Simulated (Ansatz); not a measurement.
C₃H₄OSi, SMILES `C=C1[SiH2]C1=O`, relaxed with RKS PBE-D4/def2-SVP in Ansatz from a rough embedded geometry. The force threshold is 0.03 eV/Å; the program also tests the step.

The species carries charge 0 and has multiplicity 1.

Start:

```xyz
9

C    -0.850   -0.692   -1.106
C    -0.264   -0.146   -0.149
Si    1.149    0.700    0.502
C    -0.374    0.173    1.284
O    -1.097    0.179    2.188
H    -1.882   -1.151   -1.031
H    -0.410   -0.816   -2.110
H     1.343    1.994   -0.097
H     2.386   -0.241    0.519
```

Question: How much energy does the relaxation release, and in how many steps? (Best estimate.)

Answer: The calculation gave: 97.74 kJ/mol, in 19 steps, 4 of them rejected.

Question: Which bonds change most? (Estimate.)

Answer: Computed: Si3–C4 from 1.792 to 1.970 Å; C2–Si3 from 1.770 to 1.884 Å; C1–C2 from 1.248 to 1.354 Å; Si3–H8 from 1.439 to 1.504 Å.

Question: Give the relaxed structure. (Estimate.)

Answer: The calculation gave: 
```xyz
9

C    -0.950   -0.777   -1.136
C    -0.303    0.008   -0.244
Si    1.310    0.668    0.474
C    -0.462    0.204    1.200
O    -1.283    0.161    2.084
H    -1.931   -1.226   -0.895
H    -0.509   -1.026   -2.117
H     1.558    2.138    0.276
H     2.569   -0.150    0.358
```
